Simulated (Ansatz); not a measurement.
Gas-phase electronic energies from Ansatz, PBE0-D4/def2-TZVP geometries. CCSD(T)/CBS is the MP2 limit (def2-TZVPP, def2-QZVPP) plus CCSD(T) − MP2 in def2-TZVPP, frozen cores. This one scheme is used for every species. DFT in def2-TZVPP. Each species was taken in one conformer, which may not be the lowest.

`[NH2][Al]([NH2])[F]` + `CBP` → `[NH2][Al]([F])[PH2]` + `CBN`  (redistribution)

```csv
level,ΔE (kJ/mol),difference from CCSD(T)/CBS
PBE-D4,-83.4,-9.6
r2SCAN-D4,-74.8,-1.0
B97M-V,-74.1,-0.3
r2SCANh-D4,-75.0,-1.2
PBE,-84.3,-10.5
BLYP,-78.7,-4.9
PBE0,-81.9,-8.1
BHLYP,-74.6,-0.8
RPA@PBE/def2-TZVPP,-76.2,-2.4
MP2/def2-SVP,-87.1,-13.3
HF/def2-TZVPP,-69.1,4.7
SCS-MP2/def2-TZVPP,-72.9,0.9
CCSD(T)/def2-TZVPP,-75.9,-2.1
HF/def2-QZVPP,-67.8,6.0
HF/CBS(def2),-67.6,6.2
CCSD/CBS(def2),-72.2,1.6
CCSD(T)/CBS,-73.8,0
```

**Question.** What do rigid-rotor, harmonic-oscillator terms from PBE0-D4/def2-TZVP frequencies (298.15 K, 1 bar) make of the CCSD(T)/CBS value? (Best estimate.)

**Answer.** Ansatz gave: ΔZPE = +6.3 kJ/mol, ΔH = -68.3 kJ/mol, ΔS = 3 J/(mol·K), ΔG = -69.1 kJ/mol.

Largest T1 diagnostic among the species: 0.015.

From BLYP to BHLYP (50 % exact exchange), in def2-TZVPP and without D4, ΔE moves by +4.1 kJ/mol. In def2-TZVPP, CCSD(T) changes the Hartree–Fock value by −6.8 kJ/mol (the triples alone add −1.7 kJ/mol) and MP2 by −5.1 kJ/mol.
